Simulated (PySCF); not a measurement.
Spectra and structures to be paired. Method: TDDFT PBE0/def2-SVPD, vertical, gas phase, core orbitals frozen in the response in PySCF. Geometries: GFN2-xTB; one conformer of each isolated species. Triplets are in the Tamm–Dancoff approximation.

A. `COCC1=CC=NO1`
B. `CC(C)[SiH2]C[SiH3]`
C. `C1OC[C@@H](C=1)C(=O)N`
D. `[SiH3]C(=C=S)CCl`

Lowest singlet levels (six at most, fewer where fewer were computed) with oscillator strengths:

1. 176 nm (f 0.005); 168 nm (f 0.039); 158 nm (f 0.106); 157 nm (f 0.005); 155 nm (f 0.154); 151 nm (f 0.000); T1 6.84 eV
2. 463 nm (f 0.000); 256 nm (f 0.016); 235 nm (f 0.004); 225 nm (f 0.071); 214 nm (f 0.021); 208 nm (f 0.005); T1 2.34 eV
3. 210 nm (f 0.024); 198 nm (f 0.028); 192 nm (f 0.169); 176 nm (f 0.016); 170 nm (f 0.014); 164 nm (f 0.010); T1 4.18 eV
4. 232 nm (f 0.035); 215 nm (f 0.002); 205 nm (f 0.024); 196 nm (f 0.079); 191 nm (f 0.028); 181 nm (f 0.019); T1 3.98 eV

Question: Which spectrum belongs to which structure?

Answer: 1 = B, 2 = D, 3 = A, 4 = C.
- A: S1 at 5.89 eV, HOMO-1→LUMO (48%), HOMO→LUMO (47%); Löwdin shares by element: HOMO carbon 38% or more, oxygen 23% or more, nitrogen 18% (atoms not listed hold the other 21%); LUMO carbon 34% or more, nitrogen 20%, oxygen 17% or more (atoms not listed hold the other 29%); HOMO -7.68 and LUMO -0.72 eV.
- B: S1 at 7.04 eV, HOMO→LUMO (97%); Löwdin shares by element: HOMO carbon 47% or more, silicon 18% or more (atoms not listed hold the other 35%); LUMO silicon 32%, carbon 10% or more, hydrogen 6% or more (atoms not listed hold the other 51%); HOMO -7.83 and LUMO 0.28 eV; point group Cs, 1 of its 6 listed states under f = 0.0005.
- C: S1 at 5.34 eV, HOMO→LUMO (77%), HOMO→LUMO+2 (10%); Löwdin shares by element: HOMO carbon 53% or more, oxygen 26% or more (atoms not listed hold the other 21%); LUMO carbon 44% or more, oxygen 14% or more (atoms not listed hold the other 42%); HOMO -6.39 and LUMO 0.13 eV.
- D: S1 at 2.68 eV, HOMO→LUMO (99%); Löwdin shares by element: HOMO carbon 44% or more, sulfur 42%, chlorine 6%; LUMO carbon 46% or more, sulfur 38%, silicon 7%; HOMO -6.82 and LUMO -2.43 eV.
